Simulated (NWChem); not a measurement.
All runs are NWChem calculations. System: ClIPb, charge 0, spin multiplicity 1, at a geometry optimised with PBE/def2-SVP with def2 effective core potentials on I, Pb. The structure started from a generated list of species. Level: B3LYP/def2-TZVPD with def2 effective core potentials on I, Pb, VWN1-RPA local correlation.

Input file:

```
start mol
memory heap 200 mb stack 900 mb global 1100 mb
geometry units angstroms nocenter noautoz
  Pb    -0.801270    -0.554924     0.000000
  Cl     0.762654    -2.513636     0.000000
  I      0.995075     1.664823     0.000000
  symmetry group Cs
end
basis spherical
  * library def2-tzvpd
end
ecp
  I library def2-ecp
  Pb library def2-ecp
end
dft
  xc b3lyp
  semidirect memsize 60000000 filesize 0
  iterations 100
end
task dft energy
```

Part of the output:

```
             Northwest Computational Chemistry Package (NWChem) 7.3.0
             --------------------------------------------------------

                                NWChem Input Module
                                -------------------

 Scaling coordinates for geometry "geometry" by  1.889725989
 (inverse scale =  0.529177249)

 Turning off AUTOSYM since
 SYMMETRY directive was detected!

                             Geometry "geometry" -> ""
                             -------------------------

 Output coordinates in angstroms (scale by  1.889725989 to convert to a.u.)

  No.       Tag          Charge          X              Y              Z
 ---- ---------------- ---------- -------------- -------------- --------------
    1 Pb                  82.0000    -0.80127000    -0.55492400     0.00000000
    2 Cl                  17.0000     0.76265400    -2.51363600     0.00000000
    3 I                   53.0000     0.99507500     1.66482300     0.00000000

 Effective nuclear repulsion energy (a.u.)    1213.6195315378

            Nuclear Dipole moment (a.u.)
            ----------------------------
        X                 Y               Z
 ---------------- ---------------- ----------------
    -0.0000888171     0.0000736993     0.0000000000

      Symmetry information
      --------------------

 Group name             Cs
 Group number              2
 Group order               2
 No. of unique centers     3

      Symmetry unique atoms

     1    2    3


 Summary of "ao basis" -> "" (spherical)
 ------------------------------------------------------------------------------
       Tag                 Description            Shells   Functions and Types
 ---------------- ------------------------------  ------  ---------------------
 *                         def2-tzvpd                 on all atoms

                                 NWChem DFT Module
                                 -----------------

 Summary of "ao basis" -> "ao basis" (spherical)
 ------------------------------------------------------------------------------
       Tag                 Description            Shells   Functions and Types
 ---------------- ------------------------------  ------  ---------------------
 Pb                        def2-tzvpd               18       56   7s5p4d2f
 Cl                        def2-tzvpd               16       46   6s6p3d1f
 I                         def2-tzvpd               19       59   7s6p4d2f

 Summary of "ao basis" -> "ao basis" (spherical)
 ------------------------------------------------------------------------------
       Tag                 Description            Shells   Functions and Types
 ---------------- ------------------------------  ------  ---------------------
 Pb                        def2-tzvpd               18       56   7s5p4d2f
 Cl                        def2-tzvpd               16       46   6s6p3d1f
 I                         def2-tzvpd               19       59   7s6p4d2f

      Symmetry analysis of basis
      --------------------------

        a'        107
        a"         54

            General Information
            -------------------
          SCF calculation type: DFT
          Wavefunction type:  closed shell.
          No. of atoms     :     3
          No. of electrons :    64
           Alpha electrons :    32
            Beta electrons :    32
          Charge           :     0
          Spin multiplicity:     1
          Use of symmetry is: on ; symmetry adaption is: on
          Maximum number of iterations: 100
          AO basis - number of functions:   161
                     number of shells:    53
          Convergence on energy requested:  1.00D-06
          Convergence on density requested:  1.00D-05
          Convergence on gradient requested:  5.00D-04

              XC Information
              --------------
                         B3LYP Method XC Potential
                     Hartree-Fock (Exact) Exchange  0.200
                        Slater Exchange Functional  0.800 local
                    Becke 1988 Exchange Functional  0.720 non-local
              Lee-Yang-Parr Correlation Functional  0.810
                  VWN I RPA Correlation Functional  0.190 local

             Grid Information
             ----------------
          Grid used for XC integration:  medium
          Radial quadrature: Mura-Knowles
          Angular quadrature: Lebedev.
          Tag              B.-S. Rad. Rad. Pts. Rad. Cut. Ang. Pts.
          ---              ---------- --------- --------- ---------
          Pb                  1.80      123          15.0       590
          Cl                  1.00       88          16.0       590
          I                   1.40      123          15.0       590
          Grid pruning is: on
          Number of quadrature shells:   334
          Spatial weights used:  Erf1

          Convergence Information
          -----------------------
          Convergence aids based upon iterative change in
          total energy or number of iterations.
          Levelshifting, if invoked, occurs when the
          HOMO/LUMO gap drops below (HL_TOL):  1.00D-02
          DIIS, if invoked, will attempt to extrapolate
          using up to (NFOCK): 10 stored Fock matrices.

                    Damping( 0%)  Levelshifting(0.5)       DIIS
                  --------------- ------------------- ---------------
          dE  on:    start            ASAP                start
          dE off:    2 iters        100 iters           100 iters

      Screening Tolerance Information
      -------------------------------
          Density screening/tol_rho:  1.00D-10
          AO Gaussian exp screening on grid/accAOfunc:  14
          CD Gaussian exp screening on grid/accCDfunc:  20
          XC Gaussian exp screening on grid/accXCfunc:  20
          Schwarz screening/accCoul:  1.00D-08

      Superposition of Atomic Density Guess
      -------------------------------------

 Sum of atomic energies:       -1026.00102872

      Non-variational initial energy
      ------------------------------

 Total energy =    -947.970407
 1-e energy   =   -1956.914600
 2-e energy   =     774.319416
 HOMO         =      -0.308459
 LUMO         =      -0.055499

      Symmetry analysis of molecular orbitals - initial
      -------------------------------------------------

  Numbering of irreducible representations:

     1 a'          2 a"

  Orbital symmetries:

     1 a'          2 a'          3 a'          4 a'          5 a"
     6 a'          7 a'          8 a'          9 a'         10 a"
    11 a'         12 a'         13 a"         14 a'         15 a"
    16 a'         17 a'         18 a"         19 a'         20 a'
    21 a'         22 a"         23 a"         24 a'         25 a'
    26 a'         27 a'         28 a"         29 a'         30 a"
    31 a'         32 a'         33 a"         34 a'         35 a'
    36 a'         37 a"         38 a'         39 a'         40 a'
    41 a'         42 a"

------------------------------------------------------------
EAF file 0: "./mol.aoints.0" size=524288 bytes
------------------------------------------------------------
               write      read    awrite     aread      wait
               -----      ----    ------     -----      ----
     calls:        1         0         0         0         0
   data(b): 5.24e+05  0.00e+00  0.00e+00  0.00e+00
   time(s): 0.00e+00  0.00e+00  0.00e+00  0.00e+00  0.00e+00
rate(mb/s): 0.00e+00  0.00e+00
------------------------------------------------------------

   convergence    iter        energy       DeltaE   RMS-Dens  Diis-err    time
 ---------------- ----- ----------------- --------- --------- ---------  ------
 d= 0,ls=0.0,diis     1   -951.0079329381 -1.19D+03  1.84D-02  9.56D-01     6.5
 d= 0,ls=0.0,diis     2   -950.7265540225  2.81D-01  9.36D-03  2.17D+00     7.1
 d= 0,ls=0.0,diis     3   -951.0790807067 -3.53D-01  2.04D-03  1.31D-01     7.8
 d= 0,ls=0.0,diis     4   -951.0986058645 -1.95D-02  5.17D-04  5.59D-03     8.5
 d= 0,ls=0.0,diis     5   -951.0991609175 -5.55D-04  2.37D-04  1.20D-03     9.2
  Resetting Diis
 d= 0,ls=0.0,diis     6   -951.0992791724 -1.18D-04  9.59D-05  1.65D-04     9.8
 d= 0,ls=0.0,diis     7   -951.0993106268 -3.15D-05  4.59D-05  1.75D-05    10.4
 d= 0,ls=0.0,diis     8   -951.0993074576  3.17D-06  2.84D-05  4.63D-05    11.1
 d= 0,ls=0.0,diis     9   -951.0993126520 -5.19D-06  2.36D-06  2.27D-07    11.7
 d= 0,ls=0.0,diis    10   -951.0993126702 -1.82D-08  8.75D-07  2.78D-08    12.6

         Total DFT energy =     -951.099312670216
      One electron energy =    -1958.580085920235
           Coulomb energy =      839.591589596532
    Exchange-Corr. energy =      -66.735593399839
 Nuclear repulsion energy =      234.624777053325

 Numeric. integr. density =       63.999999962689

     Total iterative time =     11.1s

                  Occupations of the irreducible representations
                  ----------------------------------------------

                     irrep           alpha         beta
                     --------     --------     --------
                     a'               23.0         23.0
                     a"                9.0          9.0

                       DFT Final Molecular Orbital Analysis
                       ------------------------------------

 Vector   30  Occ=2.000000D+00  E=-2.796727D-01  Symmetry=a'
              MO Center=  4.5D-01,  9.4D-02,  2.3D-15, r^2= 6.0D+00
   Bfn.  Coefficient  Atom+Function         Bfn.  Coefficient  Atom+Function
  ----- ------------  ---------------      ----- ------------  ---------------
   120      0.365092  3 I  py               114     -0.310699  3 I  py
    72      0.279136  2 Cl px               117      0.249142  3 I  py
     5      0.244132  1 Pb s                 75      0.197105  2 Cl px
    17     -0.192368  1 Pb px                 3     -0.186809  1 Pb s
     6      0.181801  1 Pb s                 11      0.176800  1 Pb px

 Vector   31  Occ=2.000000D+00  E=-2.735211D-01  Symmetry=a"
              MO Center=  8.7D-01,  1.4D+00,  2.8D-14, r^2= 2.9D+00
   Bfn.  Coefficient  Atom+Function         Bfn.  Coefficient  Atom+Function
  ----- ------------  ---------------      ----- ------------  ---------------
   121      0.508283  3 I  pz               115     -0.433461  3 I  pz
   118      0.348392  3 I  pz               124      0.269120  3 I  pz
    74     -0.107439  2 Cl pz                19      0.102749  1 Pb pz
    13     -0.083677  1 Pb pz                77     -0.079055  2 Cl pz
    16      0.064272  1 Pb pz               112     -0.055197  3 I  pz

 Vector   32  Occ=2.000000D+00  E=-2.654213D-01  Symmetry=a'
              MO Center=  9.0D-01,  1.3D+00, -9.6D-16, r^2= 3.2D+00
   Bfn.  Coefficient  Atom+Function         Bfn.  Coefficient  Atom+Function
  ----- ------------  ---------------      ----- ------------  ---------------
   119      0.443690  3 I  px               113     -0.378706  3 I  px
   116      0.305924  3 I  px               120     -0.263466  3 I  py
   122      0.239784  3 I  px               114      0.223890  3 I  py
   117     -0.181040  3 I  py               123     -0.135889  3 I  py
    73     -0.127921  2 Cl py                 5      0.110817  1 Pb s

 Vector   33  Occ=0.000000D+00  E=-1.318257D-01  Symmetry=a"
              MO Center= -6.8D-01, -4.5D-01,  4.5D-14, r^2= 4.3D+00
   Bfn.  Coefficient  Atom+Function         Bfn.  Coefficient  Atom+Function
  ----- ------------  ---------------      ----- ------------  ---------------
    19      0.545567  1 Pb pz                13     -0.407900  1 Pb pz
    16      0.330958  1 Pb pz                22      0.310827  1 Pb pz
   121     -0.160767  3 I  pz                74     -0.139466  2 Cl pz
   115      0.138863  3 I  pz               124     -0.139395  3 I  pz
    77     -0.131910  2 Cl pz               118     -0.119033  3 I  pz

 Vector   34  Occ=0.000000D+00  E=-7.285032D-02  Symmetry=a'
              MO Center= -7.5D-01, -2.4D-01, -7.7D-15, r^2= 7.0D+00
   Bfn.  Coefficient  Atom+Function         Bfn.  Coefficient  Atom+Function
  ----- ------------  ---------------      ----- ------------  ---------------
    17      0.439827  1 Pb px                20      0.381373  1 Pb px
     5      0.347616  1 Pb s                 11     -0.318622  1 Pb px
     6      0.276707  1 Pb s                 14      0.263911  1 Pb px
   120      0.225476  3 I  py                 3     -0.211255  1 Pb s
   123      0.195184  3 I  py                 7     -0.181820  1 Pb s

 Vector   35  Occ=0.000000D+00  E=-5.375705D-02  Symmetry=a'
              MO Center= -7.3D-01, -4.6D-01, -1.3D-14, r^2= 6.7D+00
   Bfn.  Coefficient  Atom+Function         Bfn.  Coefficient  Atom+Function
  ----- ------------  ---------------      ----- ------------  ---------------
    21      0.486338  1 Pb py                18      0.471414  1 Pb py
    12     -0.333045  1 Pb py                15      0.276438  1 Pb py
   122      0.187737  3 I  px                61      0.182723  2 Cl s
    75     -0.183025  2 Cl px                72     -0.160416  2 Cl px
   119      0.155436  3 I  px                20     -0.148859  1 Pb px

 center of mass
 --------------
 x =  -0.07000450 y =   0.04065390 z =   0.00000000

 moments of inertia (a.u.)
 ------------------
        2273.128628166834        -842.628365030336           0.000000000000
        -842.628365030336         996.374269252376           0.000000000000
           0.000000000000           0.000000000000        3269.502897419209

     Multipole analysis of the density
     ---------------------------------

     L   x y z        total         alpha         beta         nuclear
     -   - - -        -----         -----         ----         -------
     0   0 0 0     -0.000000    -32.000000    -32.000000     64.000000

     1   1 0 0     -1.649663    -19.924342    -19.924342     38.199021
     1   0 1 0      0.158441     12.664385     12.664385    -25.170328
     1   0 0 1     -0.000000     -0.000000     -0.000000      0.000000

     2   2 0 0    -48.987335   -111.568705   -111.568705    174.150075
     2   1 1 0      2.477247    -31.986868    -31.986868     66.450984
     2   1 0 1     -0.000000     -0.000000     -0.000000      0.000000
     2   0 2 0    -57.795122   -356.503083   -356.503083    655.211044
     2   0 1 1     -0.000000     -0.000000     -0.000000      0.000000
     2   0 0 2    -48.353419    -24.176709    -24.176709      0.000000

 Task  times  cpu:       12.7s     wall:       12.7s

 Total times  cpu:       12.7s     wall:       12.7s
```
